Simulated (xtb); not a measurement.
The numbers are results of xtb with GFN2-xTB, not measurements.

```
xtb start.xyz --ohess tight --gfn 2 --chrg 0 --uhf 0 --iterations 400

# start.xyz
11

Ti     0.000000     0.000000     0.000000
N     -1.272774     1.702381     0.709001
H     -1.746540     2.116215    -0.088963
H     -0.672363     2.428725     1.088996
N      2.115781     0.322439     0.663507
H      2.690094     0.527032    -0.149368
H      2.476177    -0.543983     1.053243
N     -0.769710    -1.918586     0.864472
H     -0.393329    -2.034127     1.801194
H     -0.410130    -2.695847     0.317633
H     -0.062806    -0.091027    -1.916812
```

Output:

```
[...]
         :::::::::::::::::::::::::::::::::::::::::::::::::::::
         :: total energy             -13.942085318330 Eh    ::
         :: gradient norm              0.000176976143 Eh/a0 ::
         :: HOMO-LUMO gap              2.820012839892 eV    ::
         ::.................................................::
         :: SCC energy               -14.084635627626 Eh    ::
         :: -> isotropic ES            0.061110624121 Eh    ::
         :: -> anisotropic ES          0.012892707667 Eh    ::
         :: -> anisotropic XC          0.008116360293 Eh    ::
         :: -> dispersion             -0.005353380435 Eh    ::
         :: repulsion energy           0.142550309296 Eh    ::
         :: add. restraining           0.000000000000 Eh    ::
         :: total charge               0.000000000000 e     ::
         :::::::::::::::::::::::::::::::::::::::::::::::::::::

           -------------------------------------------------
          |                Numerical Hessian                |
           -------------------------------------------------
step length          :   0.00500
SCC accuracy         :   0.30000
Hessian scale factor :   1.00000
frozen atoms in %    :   0.00000    0
RMS gradient         :   0.00018
estimated CPU  time      0.00 min
estimated wall time      0.00 min

writing file <hessian>.

 projected vibrational frequencies (cm⁻¹)
eigval :       -0.00    -0.00    -0.00     0.00     0.00     0.00
eigval :       81.88   109.11   109.65   152.14   153.53   163.65
eigval :      173.52   174.06   274.71   361.72   386.24   386.59
eigval :      511.86   564.79   565.40   612.36   612.80  1474.48
eigval :     1474.56  1478.13  1509.59  3272.19  3273.72  3274.41
eigval :     3315.48  3326.34  3327.25
           -------------------------------------------------
          |                Property Printout                |
           -------------------------------------------------

    * Orbital Energies and Occupations

         #    Occupation            Energy/Eh            Energy/eV
      -------------------------------------------------------------
         1        2.0000           -0.6222526             -16.9324
         2        2.0000           -0.5871690             -15.9777
         3        2.0000           -0.5870252             -15.9738
         4        2.0000           -0.5039816             -13.7140
         5        2.0000           -0.4913904             -13.3714
         6        2.0000           -0.4912655             -13.3680
         7        2.0000           -0.4826073             -13.1324
         8        2.0000           -0.3955871             -10.7645
         9        2.0000           -0.3954422             -10.7605
        10        2.0000           -0.3936259             -10.7111
        11        2.0000           -0.3503948              -9.5347
        12        2.0000           -0.3491604              -9.5011
        13        2.0000           -0.3490001              -9.4968 (HOMO)
        14                         -0.2453665              -6.6768 (LUMO)
        15                         -0.2449955              -6.6667
        16                         -0.2024766              -5.5097
        17                         -0.2023111              -5.5052
        18                         -0.2011068              -5.4724
        19                         -0.0057783              -0.1572
        20                          0.0357500               0.9728
        21                          0.0361804               0.9845
        22                          0.2229584               6.0670
        23                          0.2249611               6.1215
        24                          0.2252101               6.1283
       ...                                ...                  ...
        28                          0.8252576              22.4564
      -------------------------------------------------------------
                  HL-Gap            0.1036336 Eh            2.8200 eV
             Fermi-level           -0.2971833 Eh           -8.0868 eV

     #   Z          covCN         q      C6AA      α(0)
     1  22 Ti       3.212     0.762   106.048    25.146
     2   7 N        2.494    -0.482    32.832     8.509
     3   1 H        0.862     0.157     1.357     1.825
     4   1 H        0.861     0.157     1.355     1.823
     5   7 N        2.494    -0.482    32.834     8.510
     6   1 H        0.862     0.156     1.358     1.825
     7   1 H        0.861     0.157     1.355     1.823
     8   7 N        2.494    -0.482    32.835     8.510
     9   1 H        0.861     0.157     1.354     1.823
    10   1 H        0.863     0.156     1.358     1.825
    11   1 H        0.874    -0.255    16.117     6.286

 Mol. C6AA /au·bohr⁶  :       1409.713562
 Mol. C8AA /au·bohr⁸  :      50147.042669
 Mol. α(0) /au        :         67.905059

Wiberg/Mayer (AO) data.
largest (>0.10) Wiberg bond orders for each atom

 ---------------------------------------------------------------------------
     #   Z sym  total        # sym  WBO       # sym  WBO       # sym  WBO
 ---------------------------------------------------------------------------
     1  22 Ti   4.674 --     2 N    1.148     5 N    1.147     8 N    1.147
                            11 H    0.841
     2   7 N    3.075 --     1 Ti   1.148     4 H    0.911     3 H    0.904
     3   1 H    0.976 --     2 N    0.904
     4   1 H    0.975 --     2 N    0.911
     5   7 N    3.075 --     1 Ti   1.147     7 H    0.911     6 H    0.904
     6   1 H    0.976 --     5 N    0.904
     7   1 H    0.975 --     5 N    0.911
     8   7 N    3.075 --     1 Ti   1.147     9 H    0.911    10 H    0.904
     9   1 H    0.975 --     8 N    0.911
    10   1 H    0.976 --     8 N    0.904
    11   1 H    0.935 --     1 Ti   0.841
 ---------------------------------------------------------------------------

Topologies differ in total number of bonds
Writing topology from bond orders to xtbtopo.mol

molecular dipole:
                 x           y           z       tot (Debye)
 q only:        0.055       0.043       0.504
   full:        0.091       0.069       0.816       2.095
molecular quadrupole (traceless):
                xx          xy          yy          xz          yz          zz
 q only:        2.076      -0.056       2.130      -0.471      -0.567      -4.206
  q+dip:        3.474      -0.094       3.578      -0.789      -0.951      -7.051
   full:        3.976      -0.112       4.109      -0.962      -1.062      -8.085

           -------------------------------------------------
Molecule has the following symmetry elements: (C3)
It seems to be the C3 point group
          |                Geometry Summary                 |
           -------------------------------------------------

      molecular mass/u    :       96.9424398
   center of mass at/Å    :        0.1604358      -0.0296527       0.2406436
  moments of inertia/u·Å² :        0.9775640E+02   0.9786146E+02   0.1669405E+03
rotational constants/cm⁻¹ :        0.1724453E+00   0.1722602E+00   0.1009799E+00

 * 9 selected distances

     #   Z          #   Z                                           value/Å
     1  22 Ti       2   7 N                                       1.8675872
     2   7 N        3   1 H                                       1.0236873
     2   7 N        4   1 H                                       1.0209496
     1  22 Ti       5   7 N                                       1.8675934 (max)
     5   7 N        6   1 H                                       1.0237232
     5   7 N        7   1 H                                       1.0208180
     1  22 Ti       8   7 N                                       1.8675704
     8   7 N        9   1 H                                       1.0207774 (min)
     8   7 N       10   1 H                                       1.0238243

 * 2 distinct bonds (by element types)

   Z      Z             #   av. dist./Å        max./Å        min./Å
   1 H    7 N           6     1.0222966     1.0238243     1.0207774
   7 N   22 Ti          3     1.8675837     1.8675934     1.8675704

           -------------------------------------------------
          |               Frequency Printout                |
           -------------------------------------------------
 projected vibrational frequencies (cm⁻¹)
eigval :       -0.00    -0.00    -0.00     0.00     0.00     0.00
eigval :       81.88   109.11   109.65   152.14   153.53   163.65
eigval :      173.52   174.06   274.71   361.72   386.24   386.59
eigval :      511.86   564.79   565.40   612.36   612.80  1474.48
eigval :     1474.56  1478.13  1509.59  3272.19  3273.72  3274.41
eigval :     3315.48  3326.34  3327.25
 reduced masses (amu)
   1: 22.24   2: 21.27   3: 16.53   4: 23.75   5: 19.76   6: 21.62   7:  3.59   8:  1.60
   9:  1.56  10:  7.52  11:  7.97  12: 12.90  13:  9.35  14:  9.08  15: 10.16  16:  5.38
  17:  4.42  18:  4.43  19: 16.02  20: 14.26  21: 14.39  22: 11.62  23: 11.50  24:  2.41
  25:  2.41  26:  2.37  27:  1.93  28:  1.66  29:  1.62  30:  1.61  31:  1.95  32:  1.97
  33:  1.96
 IR intensities (km·mol⁻¹)
   1:  0.63   2:  0.46   3:  0.63   4:  0.53   5:  0.47   6:  1.10   7:  5.69   8:  9.50
   9: 11.92  10: 14.26  11: 14.72  12: 70.65  13: 17.11  14: 19.20  15:323.80  16:186.38
  17: 50.87  18: 50.63  19: 53.27  20: 15.98  21: 16.76  22:301.74  23:300.89  24:  8.21
  25:  8.27  26:  0.02  27:380.93  28:  2.16  29:  9.17  30: 10.38  31:  5.53  32: 14.41
  33: 14.34
 Raman intensities (Ä⁴*amu⁻¹)
   1:  0.00   2:  0.00   3:  0.00   4:  0.00   5:  0.00   6:  0.00   7:  0.00   8:  0.00
   9:  0.00  10:  0.00  11:  0.00  12:  0.00  13:  0.00  14:  0.00  15:  0.00  16:  0.00
  17:  0.00  18:  0.00  19:  0.00  20:  0.00  21:  0.00  22:  0.00  23:  0.00  24:  0.00
  25:  0.00  26:  0.00  27:  0.00  28:  0.00  29:  0.00  30:  0.00  31:  0.00  32:  0.00
  33:  0.00
 output can be read by thermo (or use thermo option).
 writing <g98.out> molden fake output.
 recommended (thermochemical) frequency scaling factor: 1.0
           -------------------------------------------------
          |             Thermodynamic Functions             |
           -------------------------------------------------

c3  symmetry found (for desy threshold:  0.10E+00) used in thermo

          ...................................................
          :                      SETUP                      :
          :.................................................:
          :  # frequencies                          27      :
          :  # imaginary freq.                       0      :
          :  linear?                             false      :
          :  only rotor calc.                    false      :
          :  symmetry                               c3      :
          :  rotational number                       3      :
          :  scaling factor                  1.0000000      :
          :  rotor cutoff                   50.0000000 cm⁻¹ :
          :  imag. cutoff                  -20.0000000 cm⁻¹ :
          :.................................................:

    mode    ω/cm⁻¹     T·S(HO)/kcal·mol⁻¹    T·S(FR)/kcal·mol⁻¹   T·S(vib)
   ------------------------------------------------------------------------
       1     81.88    -1.14650 ( 87.79%)    -0.90994 ( 12.21%)    -1.11762
       2    109.11    -0.97934 ( 95.78%)    -0.82501 (  4.22%)    -0.97282
       3    109.65    -0.97648 ( 95.86%)    -0.82355 (  4.14%)    -0.97014
       4    152.14    -0.78869 ( 98.85%)    -0.72663 (  1.15%)    -0.78798
       5    153.53    -0.78356 ( 98.89%)    -0.72394 (  1.11%)    -0.78289
       6    163.65    -0.74752 ( 99.14%)    -0.70505 (  0.86%)    -0.74716
       7    173.52    -0.71468 ( 99.32%)    -0.68771 (  0.68%)    -0.71450
       8    174.06    -0.71293 ( 99.32%)    -0.68678 (  0.68%)    -0.71275
       9    274.71    -0.46702 ( 99.89%)    -0.55169 (  0.11%)    -0.46711
   ------------------------------------------------------------------------

   temp. (K)  partition function   enthalpy   heat capacity  entropy
                                   cal/mol     cal/K/mol   cal/K/mol   J/K/mol
 298.15  VIB  0.123E+04             4804.613     27.077     30.102
         ROT  0.322E+05              888.752      2.981     23.607
         INT  0.395E+08             5693.366     30.058     53.709
         TR   0.923E+27             1481.254      4.968     39.607
         TOT                        7174.6197    35.0259    93.3162   390.4349

       T/K    H(0)-H(T)+PV         H(T)/Eh          T*S/Eh         G(T)/Eh
   ------------------------------------------------------------------------
    298.15    0.114335E-01    0.823304E-01    0.443375E-01    0.379928E-01
   ------------------------------------------------------------------------

         :::::::::::::::::::::::::::::::::::::::::::::::::::::
         ::                  THERMODYNAMIC                  ::
         :::::::::::::::::::::::::::::::::::::::::::::::::::::
         :: total free energy         -13.904092490070 Eh   ::
         ::.................................................::
         :: total energy              -13.942085318330 Eh   ::
         :: zero point energy           0.070896873593 Eh   ::
         :: G(RRHO) w/o ZPVE           -0.032904045334 Eh   ::
         :: G(RRHO) contrib.            0.037992828259 Eh   ::
         :::::::::::::::::::::::::::::::::::::::::::::::::::::

optimized geometry written to: xtbopt.xyz

           -------------------------------------------------
          | TOTAL ENERGY              -13.942085318330 Eh   |
          | TOTAL ENTHALPY            -13.859754960470 Eh   |
          | TOTAL FREE ENERGY         -13.904092490070 Eh   |
          | GRADIENT NORM               0.000176957315 Eh/α |
          | HOMO-LUMO GAP               2.820014026492 eV   |
           -------------------------------------------------

------------------------------------------------------------------------
```

Cost: roughly 0.6 core-seconds.
